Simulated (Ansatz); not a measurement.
`F[CH]([SiH3])[AlH][SiH3]` + `[NH2][Al]([NH2])[F]` → `[NH2][Al]([F])[NH][SiH3]` + `F[CH2][AlH][SiH3]`  (ligand exchange at the Si–C bond)

Isolated molecules relaxed with PBE0-D4/def2-TZVP in Ansatz; ΔE leaves out vibrations. CCSD(T)/CBS adds triple-zeta CCSD(T) − MP2 to the extrapolated MP2 energy (def2 sets, frozen cores). This one scheme is used for every species. One conformer a species, not always the lowest.

| species | MP2/CBS(def2) energy (Eh) |
| --- | --- |
| `F[CH]([SiH3])[AlH][SiH3]` | -962.68732 |
| `[NH2][Al]([NH2])[F]` | -453.74543 |
| `[NH2][Al]([F])[NH][SiH3]` | -744.02385 |
| `F[CH2][AlH][SiH3]` | -672.43423 |

Question: Work out ΔE.

Answer: ΔE = (-744.02385) + (-672.43423) − (-962.68732) − (-453.74543) = -0.02533 Eh = -15.9 kcal/mol. CCSD(T)/CBS gives -15.3 kcal/mol.

Largest T1 diagnostic among the species: 0.013.

In def2-TZVPP, CCSD(T) changes the Hartree–Fock value by +3.9 kcal/mol (the triples alone add +0.6 kcal/mol) and MP2 by +3.3 kcal/mol. The D4 term adds +0.8 kcal/mol with B3LYP and +0.5 kcal/mol with PBE0; it sums over pairs of atoms, weighted by their polarisabilities, and B3LYP, whose exchange is more repulsive, gets the larger term. From PBE to PBE0 (25 % exact exchange), in def2-TZVPP and without D4, ΔE moves by −1.4 kcal/mol.

B3LYP here is the variant with VWN-RPA as its local correlation; programs differ in this.
